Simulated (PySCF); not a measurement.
Fill in the blanks.

Species: C8H8ClP.
SMILES: `ClC1=PC=CC=C1C1CC1`

Conformer (atom-mapped SMILES and torsion angles): `[Cl:1][c:2]1[p:3][cH:4][cH:5][cH:6][c:7]1[CH:8]1[CH2:9][CH2:10]1`: C6–C7–C8–C9 -100°.

| property | level | value |
| --- | --- | --- |
| point group | PBE0-D3(BJ)/def2-SVP | ? |
| rotational constants A, B, C | PBE0-D3(BJ)/def2-SVP | 1.409, 0.899, 0.571 GHz |
| dipole moment | CAM-B3LYP/def2-SVPD | ? |
| HOMO energy | CAM-B3LYP/def2-SVPD | -8.18 eV |
| LUMO energy | CAM-B3LYP/def2-SVPD | -0.67 eV |
| lowest singlet excitation | TDDFT CAM-B3LYP/def2-SVPD | ? |
| strongest line among the 10 lowest singlet transitions | TDDFT CAM-B3LYP/def2-SVPD | S4 at 5.71 eV (217 nm, f = 0.351) |
| lowest triplet excitation (Tamm–Dancoff) | TDA CAM-B3LYP/def2-SVPD | 3.06 eV |
| static isotropic polarisability | CAM-B3LYP/def2-SVPD | ? |
| vertical ionisation energy | ΔSCF CAM-B3LYP/def2-SVPD | ? |
| vertical electron affinity | ΔSCF CAM-B3LYP/def2-SVPD | 0.10 eV |
| electronic spatial extent ⟨r²⟩ about the centre of nuclear charge | CAM-B3LYP/def2-SVPD | 1919 bohr² |
| 13C chemical shifts (computed TMS as zero) by class | GIAO PBE/pcSseg-1 | 183.7 (1 C), 159.6 (1 C), 150.3 (1 C), 134.2 (1 C), 133.2 (1 C), 22.1 (1 C), 9.5 (2 C) ppm |
| 1H chemical shifts (computed TMS as zero) by class | GIAO PBE/pcSseg-1 | ? |
| isotropic shieldings of nuclei other than C and H, by class | GIAO PBE/pcSseg-1 | ? |

The electronic properties come from PySCF, for the isolated species, density fitting. Geometry: PBE0-D3(BJ)/def2-SVP, one conformer, isolated molecule. NMR classes are plain means over equivalent atoms (diastereotopic ones count apart unless rotation or inversion swaps them), as if these changed places fast; in this geometry the members of some classes differ.

Question: The point group?

Answer: C1.

Question: The isotropic shieldings of nuclei other than C and H, by class?

Answer: 83 (1 P), 623 (1 Cl) ppm.

Question: Give the vertical ionisation energy.

Answer: 8.80 eV.

Question: What are the 1H chemical shifts (computed TMS as zero) by class?

Answer: 8.49 (1 H), 7.57 (1 H), 7.29 (1 H), 2.14 (1 H), 1.04 (2 H), 0.62 (2 H) ppm.

Question: Give the static isotropic polarisability.

Answer: 128.4 au.

Question: What is the lowest singlet excitation?

Answer: 4.56 eV (272 nm, f = 0.007).

Question: The dipole moment?

Answer: 2.65 D.

No computed singlet falls in the visible range (750 to 380 nm, 1.65 to 3.26 eV); S1 lies 1.30 eV above its blue end. The principal polarisabilities are 83.8, 144.0 and 157.4 au; their mean is the isotropic value. With B = h/(8π²I), that is 505.379 GHz u Å² over I, the principal moments of inertia are 358.6, 562.4 and 885.0 u Å² (most abundant isotopes).

For the NMR shielding job (PBE/pcSseg-1), hardware: one thread of an Intel Xeon Platinum 8488C, on a shared host. Cost: 64 s, 1.1 GiB resident at most.
